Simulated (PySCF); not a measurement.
**Excitation energy of Au by level of theory**

Au [Xe] 4f14 5d10 6s1 (2S) → Au [Xe] 4f14 5d10 6p1 (2P), as a difference of total energies. All numbers are calculated (PySCF 2.14, the spin-free X2C one-electron Hamiltonian (Gaussian nucleus), in ANO-RCC-VTZP). Correlated levels: valence and next inner shell: [Kr] 4d10 4f14 frozen. The calculations carry no spin-orbit coupling.

```
                                method  excitation energy (eV)  error (eV)
                                   UHF                   4.751      -0.196
    MP2 (valence and next inner shell)                   5.574      +0.627
SCS-MP2 (valence and next inner shell)                   5.500      +0.553
   CCSD (valence and next inner shell)                   5.335      +0.388
CCSD(T) (valence and next inner shell)                   5.345      +0.398
```

Reference: 4.947 eV (measured; NIST levels, between the centres of gravity of the two terms).

Errors of the correlated levels include the incompleteness of this basis and the frozen core.

The basis was made for the ground configuration and has no added diffuse functions, so the excitation energy can come out too high.
